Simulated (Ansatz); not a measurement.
Ansatz (a quantum-chemistry and plane-wave program) input (wB97M-V/def2-QZVPP): A basis named .json is the Basis Set Exchange file of that set (core-valence sets with the plain set on hydrogen).

Ansatz 0.2 input:
```yaml
crystal:
  periodic: [false, false, false]
  atoms:
    - {symbol: Si, position_ang: [0.00000000, 0.00000000, 0.00000000]}
basis:
  gaussian:
    orbitals: def2-QZVPP.json
hamiltonian:
  xc: {name: wB97M-V}
magnetization: {spin_polarized: true, initial_magnetization: 2}
scf: {lower_state_search: full}
```

Output:

```
Functional definition: wB97M-V
integrals: 0.01 GiB planned
353 factors; their error is unknown
integrals: 0.05 GiB planned
66 factors; integrals over basis functions are off by at most 1.7e-4 eV
mean field: 0.28 GiB planned
mean field evaluation 1: about -7873.8750 eV, gradient 2.5e0 eV
mean field evaluation 2: about -7873.9262 eV, gradient 5.9e-1 eV
mean field evaluation 4: about -7873.9305 eV, gradient 4.1e-2 eV
mean field evaluation 8: about -7873.9338 eV, gradient 9.8e-4 eV
mean field evaluation 16: about -7873.5649 eV, gradient 4.9e0 eV
mean field evaluation 32: about -7873.9186 eV, gradient 1.3e0 eV
mean field -7873.93381188 eV, -289.3617304426 hartree, gradient 2.9e-5 eV, S^2 2.001651; 2 other end points of the search recorded, 0 dependent functions left out
reference -7873.93383903 eV, -289.3617314401 hartree; 8, 6 occupied and 62, 64 virtual orbitals, 353 factors
Total energy: -7873.93383903 eV, -289.3617314401 hartree
```
